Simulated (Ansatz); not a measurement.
Ansatz (an electronic-structure program) input (B3LYP-D3(BJ)/def2-TZVP):

Ansatz 0.2 input:
```yaml
crystal:
  periodic: [false, false, false]
  atoms:
    - {symbol: Ta, position_ang: [-0.00000000, -0.00000000, -0.02360009]}
    - {symbol: H, position_ang: [0.00000000, 0.00000000, 1.72280677]}
basis:
  gaussian:
    orbitals: def2-TZVP
hamiltonian:
  xc: b3lyp
  dispersion: d3bj
magnetization: {spin_polarized: true, initial_magnetization: 2}
phonons: {temperatures: {t_min: 298.15, t_max: 298.15, t_step: 100}}
```

Output:

```
Functional definition: B3LYP
integrals: 0.01 GiB planned
461 factors; integrals over basis functions are off by at most 1.9e-4 eV
mean field: 0.13 GiB planned
mean field evaluation 1: about -1562.0614 eV, gradient 1.3e1 eV
mean field evaluation 2: about -1561.8677 eV, gradient 1.5e1 eV
mean field evaluation 4: about -1563.1541 eV, gradient 8.8e-1 eV
mean field evaluation 8: about -1563.1589 eV, gradient 1.2e-2 eV
mean field evaluation 16: about -1563.2304 eV, gradient 1.2e0 eV
mean field evaluation 32: about -1563.4957 eV, gradient 1.9e-3 eV
mean field evaluation 64: about -1563.2827 eV, gradient 4.0e-1 eV
mean field evaluation 96: about -1563.4875 eV, gradient 4.4e-1 eV
mean field -1563.49572198 eV, -57.4574080074 hartree, gradient 1.7e-7 eV, S^2 2.011680; 10 other end points of the search recorded, 0 dependent functions left out
the calculation of the forces begins
reference -1563.49589660 eV, -57.4574144243 hartree; 8, 6 occupied and 38, 40 virtual orbitals, 461 factors
these checks for a lower state are left out or cut short: stability, starts, cluster_reference, orbital_swaps, neighbouring_geometries, increment
integrals: 0.01 GiB planned
461 factors; integrals over basis functions are off by at most 1.9e-4 eV
mean field: 0.13 GiB planned
mean field -1563.49572197 eV, -57.4574080070 hartree, gradient 2.0e-6 eV, S^2 2.011680; 0 other end points of the search recorded, 0 dependent functions left out
the calculation of the forces begins
reference -1563.49589659 eV, -57.4574144240 hartree; 8, 6 occupied and 38, 40 virtual orbitals, 461 factors
these checks for a lower state are left out or cut short: stability, starts, cluster_reference, orbital_swaps, neighbouring_geometries, increment
integrals: 0.01 GiB planned
461 factors; integrals over basis functions are off by at most 1.9e-4 eV
mean field: 0.13 GiB planned
mean field -1563.49572197 eV, -57.4574080070 hartree, gradient 2.9e-6 eV, S^2 2.011680; 0 other end points of the search recorded, 0 dependent functions left out
the calculation of the forces begins
reference -1563.49589659 eV, -57.4574144240 hartree; 8, 6 occupied and 38, 40 virtual orbitals, 461 factors
these checks for a lower state are left out or cut short: stability, starts, cluster_reference, orbital_swaps, neighbouring_geometries, increment
integrals: 0.01 GiB planned
461 factors; integrals over basis functions are off by at most 1.9e-4 eV
mean field: 0.13 GiB planned
mean field evaluation 128: about -1563.4957 eV, gradient 2.2e-2 eV
mean field -1563.49572197 eV, -57.4574080070 hartree, gradient 2.0e-6 eV, S^2 2.011680; 0 other end points of the search recorded, 0 dependent functions left out
the calculation of the forces begins
reference -1563.49589659 eV, -57.4574144240 hartree; 8, 6 occupied and 38, 40 virtual orbitals, 461 factors
these checks for a lower state are left out or cut short: stability, starts, cluster_reference, orbital_swaps, neighbouring_geometries, increment
integrals: 0.01 GiB planned
461 factors; integrals over basis functions are off by at most 1.9e-4 eV
mean field: 0.13 GiB planned
mean field -1563.49572197 eV, -57.4574080070 hartree, gradient 2.8e-6 eV, S^2 2.011680; 0 other end points of the search recorded, 0 dependent functions left out
the calculation of the forces begins
reference -1563.49589659 eV, -57.4574144240 hartree; 8, 6 occupied and 38, 40 virtual orbitals, 461 factors
these checks for a lower state are left out or cut short: stability, starts, cluster_reference, orbital_swaps, neighbouring_geometries, increment
integrals: 0.01 GiB planned
461 factors; integrals over basis functions are off by at most 1.9e-4 eV
mean field: 0.13 GiB planned
mean field -1563.49569585 eV, -57.4574070469 hartree, gradient 2.0e-6 eV, S^2 2.011581; 0 other end points of the search recorded, 0 dependent functions left out
the calculation of the forces begins
reference -1563.49587039 eV, -57.4574134614 hartree; 8, 6 occupied and 38, 40 virtual orbitals, 461 factors
these checks for a lower state are left out or cut short: stability, starts, cluster_reference, orbital_swaps, neighbouring_geometries, increment
integrals: 0.01 GiB planned
461 factors; integrals over basis functions are off by at most 1.9e-4 eV
mean field: 0.13 GiB planned
mean field -1563.49566915 eV, -57.4574060660 hartree, gradient 1.8e-6 eV, S^2 2.011780; 0 other end points of the search recorded, 0 dependent functions left out
the calculation of the forces begins
reference -1563.49584384 eV, -57.4574124854 hartree; 8, 6 occupied and 38, 40 virtual orbitals, 461 factors
these checks for a lower state are left out or cut short: stability, starts, cluster_reference, orbital_swaps, neighbouring_geometries, increment
integrals: 0.01 GiB planned
461 factors; integrals over basis functions are off by at most 1.9e-4 eV
mean field: 0.13 GiB planned
mean field -1563.49572197 eV, -57.4574080070 hartree, gradient 2.9e-6 eV, S^2 2.011680; 0 other end points of the search recorded, 0 dependent functions left out
the calculation of the forces begins
reference -1563.49589659 eV, -57.4574144240 hartree; 8, 6 occupied and 38, 40 virtual orbitals, 461 factors
these checks for a lower state are left out or cut short: stability, starts, cluster_reference, orbital_swaps, neighbouring_geometries, increment
integrals: 0.01 GiB planned
461 factors; integrals over basis functions are off by at most 1.9e-4 eV
mean field: 0.13 GiB planned
mean field evaluation 160: about -1563.4957 eV, gradient 2.2e-2 eV
mean field -1563.49572197 eV, -57.4574080070 hartree, gradient 2.0e-6 eV, S^2 2.011680; 0 other end points of the search recorded, 0 dependent functions left out
the calculation of the forces begins
reference -1563.49589659 eV, -57.4574144240 hartree; 8, 6 occupied and 38, 40 virtual orbitals, 461 factors
these checks for a lower state are left out or cut short: stability, starts, cluster_reference, orbital_swaps, neighbouring_geometries, increment
integrals: 0.01 GiB planned
461 factors; integrals over basis functions are off by at most 1.9e-4 eV
mean field: 0.13 GiB planned
mean field -1563.49572197 eV, -57.4574080070 hartree, gradient 2.8e-6 eV, S^2 2.011680; 0 other end points of the search recorded, 0 dependent functions left out
the calculation of the forces begins
reference -1563.49589659 eV, -57.4574144240 hartree; 8, 6 occupied and 38, 40 virtual orbitals, 461 factors
these checks for a lower state are left out or cut short: stability, starts, cluster_reference, orbital_swaps, neighbouring_geometries, increment
integrals: 0.01 GiB planned
461 factors; integrals over basis functions are off by at most 1.9e-4 eV
mean field: 0.13 GiB planned
mean field -1563.49572197 eV, -57.4574080070 hartree, gradient 2.0e-6 eV, S^2 2.011680; 0 other end points of the search recorded, 0 dependent functions left out
the calculation of the forces begins
reference -1563.49589659 eV, -57.4574144240 hartree; 8, 6 occupied and 38, 40 virtual orbitals, 461 factors
these checks for a lower state are left out or cut short: stability, starts, cluster_reference, orbital_swaps, neighbouring_geometries, increment
integrals: 0.01 GiB planned
461 factors; integrals over basis functions are off by at most 1.9e-4 eV
mean field: 0.13 GiB planned
mean field -1563.49566915 eV, -57.4574060660 hartree, gradient 1.8e-6 eV, S^2 2.011780; 0 other end points of the search recorded, 0 dependent functions left out
the calculation of the forces begins
reference -1563.49584384 eV, -57.4574124854 hartree; 8, 6 occupied and 38, 40 virtual orbitals, 461 factors
these checks for a lower state are left out or cut short: stability, starts, cluster_reference, orbital_swaps, neighbouring_geometries, increment
integrals: 0.01 GiB planned
461 factors; integrals over basis functions are off by at most 1.9e-4 eV
mean field: 0.13 GiB planned
mean field -1563.49569585 eV, -57.4574070469 hartree, gradient 2.0e-6 eV, S^2 2.011581; 0 other end points of the search recorded, 0 dependent functions left out
the calculation of the forces begins
reference -1563.49587039 eV, -57.4574134614 hartree; 8, 6 occupied and 38, 40 virtual orbitals, 461 factors
Total energy: -1563.52414461 eV, -57.4584525195 hartree
Atom 0 at    -0.000000    -0.000000    -0.023600 Å, force     0.000000    -0.000000    -0.000607 eV/Å
Atom 1 at     0.000000     0.000000     1.722807 Å, force    -0.000000     0.000000     0.000607 eV/Å
Dipole moment:     0.000000     0.000000    -0.287959 e Å
Vibrations: 1851.42 cm⁻¹, zero-point energy 0.114774 eV
```

The spin state was set by rule; other spins were not relaxed.
